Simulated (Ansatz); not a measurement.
ClH$_{4}$O$_{2}$Si$_{2}$, SMILES `O[SiH][SiH](O)Cl` radical. Total charge 0; spin multiplicity 2.

Z-matrix (Å, degrees):
```
Si
Si 1 2.331
Cl 1 2.069 2 104.2
O 1 1.639 2 111.9 3 120.0
H 1 1.485 2 113.6 3 -114.2
O 2 1.654 1 110.0 3 -176.9
H 2 1.496 1 112.1 3 -53.0
H 4 0.960 1 118.1 2 171.8
H 6 0.959 2 117.7 1 158.3
```

Question: Give the diagnostics of a CCSD(T)/def2-TZVPP run (frozen core, the Gaussian-basis code of Ansatz). (Estimate.)

Answer: Computed: T1 = 0.0141, largest single amplitude 0.037, largest double 0.012, (T) share of the correlation energy 3.7 %, 12 CCSD cycles. ⟨S²⟩ of the UHF reference is 0.760 against 0.75 for a pure state. T1 lies under the customary mark of 0.045 for open shells.
